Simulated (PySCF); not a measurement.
Structure problem from calculated spectra and properties.

Elements present: C, H, O and P. Monoisotopic mass: 132.0704 u.

| Quantity | Value |
| --- | --- |
| Rotational structure | rotational constants A, B, C: 2.227, 1.692, 1.041 GHz [PBE0-D3(BJ)/def2-SVP] |
| NMR, other nuclei | isotropic shieldings of nuclei other than C and H, by class: 238 (1 O), 303 (1 P) ppm [GIAO PBE0/pcSseg-1] |
| 1H NMR | chemical shifts (computed TMS as zero) by class: 6.50 (1 H), 1.88 (1 H), 1.77 (1 H), 1.60 (1 H), 1.49 (1 H), 1.41 (1 H), 1.25 (1 H), 1.22 (3 H), 1.20 (1 H), 1.09 (1 H), 0.90 (1 H) ppm [GIAO PBE0/pcSseg-1] |
| Dipole | 4.78 D [B3LYP/def2-SVPD] |
| UV, first state | lowest singlet excitation: 6.55 eV (189 nm, f = 0.009) [TDDFT B3LYP/def2-SVPD] |
| 13C NMR | chemical shifts (computed TMS as zero) by class: 38.1 (1 C), 33.5 (1 C), 31.1 (1 C), 28.9 (1 C), 25.2 (1 C), 16.1 (1 C) ppm [GIAO PBE0/pcSseg-1] |

The electronic properties come from PySCF, for the isolated species, density fitting. Levels stand in brackets. One conformer (not necessarily the lowest) at the PBE0-D3(BJ)/def2-SVP geometry, without solvent, vibrations or thermal averaging. Each NMR value is the plain mean over a class of atoms that symmetry, rotation or inversion makes alike.

Question: Which formula fits the mass and the elements?

Answer: C6H13OP (calculated 132.0704). No other formula that holds each of these elements comes within 0.0003 u with a fitting electron parity and a possible valence count.

Question: Give a SMILES that accounts for the data.

Answer: Numbering: `[CH3:1][C@@H:2]1[CH2:3][CH2:4][CH2:5][CH2:6][P@H:7]1=[O:8]`. 6 carbons fall into 6 classes; from least to most shielded: ring sp3 carbon bound to phosphorus [C2] (38.1 ppm), ring CH2 carbon [C3] (33.5 ppm), ring sp3 carbon bound to phosphorus [C6] (31.1 ppm), ring CH2 carbon [C4] (28.9 ppm), ring CH2 carbon [C5] (25.2 ppm), methyl carbon [C1] (16.1 ppm). Hydrogen classes from least to most shielded: 1 H on a phosphoryl phosphorus, P7 (6.50 ppm), 1 H on an sp3 carbon bound to phosphorus, C6 (1.88 ppm), 1 H on a ring CH2 carbon, C5 (1.77 ppm), 1 H on a ring CH2 carbon, C3 (1.60 ppm), 1 H on a ring CH2 carbon, C4 (1.49 ppm), 1 H on an sp3 carbon bound to phosphorus, C6 (1.41 ppm), 1 H on a ring CH2 carbon, C5 (1.25 ppm), 3 H on a methyl carbon, C1 (1.22 ppm, a mean of values up to 1.4 ppm apart in this geometry), 1 H on an sp3 carbon bound to phosphorus, C2 (1.20 ppm), 1 H on a ring CH2 carbon, C4 (1.09 ppm), 1 H on a ring CH2 carbon, C3 (0.90 ppm). The other shieldings belong to: 238 ppm, phosphoryl oxygen [O8]; 303 ppm, phosphoryl phosphorus [P7]. The optimised geometry has point group C1 and is an asymmetric top. Structure: `C[C@@H]1CCCC[P@H]1=O`. The assignments are read from this structure; whether some other isomer fits the data as well wasn't checked. The mirror image fits equally.
